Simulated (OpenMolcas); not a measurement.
An OpenMolcas run meant for Sb V (ANO-RCC-VDZ, X2C; inactive shells 1s 2s 2p 3s 3p 3d 4s 4p 4d; intended active space 1 electron in 8 orbitals (5s 5p 6s 6p)). One step of its input:

```
&RASSCF
FileOrb=start.orb
Symmetry=1
Spin=2
nActEl=2 0 0
Inactive=14 9
Ras2=2 6
CIRoot=2 2 1
SDav=2
CIMx=300
Iter=91 100
PrWF=0.3
OrbListing=Nothing
MaxOrb=0
Atom
CIOnly
>>> COPY $Project.JobIph JOB001
```

Lines from the output:

```
--- SEWARD ---
Basis set label: SB.ANO-RCC...6S5P2D.

      Electronic valence basis set:
      ------------------
      Associated Effective Charge  51.000000 au
      Associated Actual Charge     51.000000 au
      Nuclear Model: Point charge

      Shell  nPrim  nBasis  Cartesian Spherical Contaminant
         s      22       6        X
         p      19       5        X
         d      13       2                 X
RX2C
                  Relativistic X2C integrals
                  Atomic mean-field integrals
--- RASSCF ---

 Nr of active orbitals     NAC=   8
 Spin degeneracy         ISPIN=   2
 There can be no such wave function.
 ************************************************
--- Stop Module: rasscf at  /rc=_RC_INPUT_ERROR_ ---
.####################.
.# User input error #.
.####################.
```

Task: What is wrong with the input?

Result: nActEl holds one electron too many for this ion, which clashes with the multiplicity.
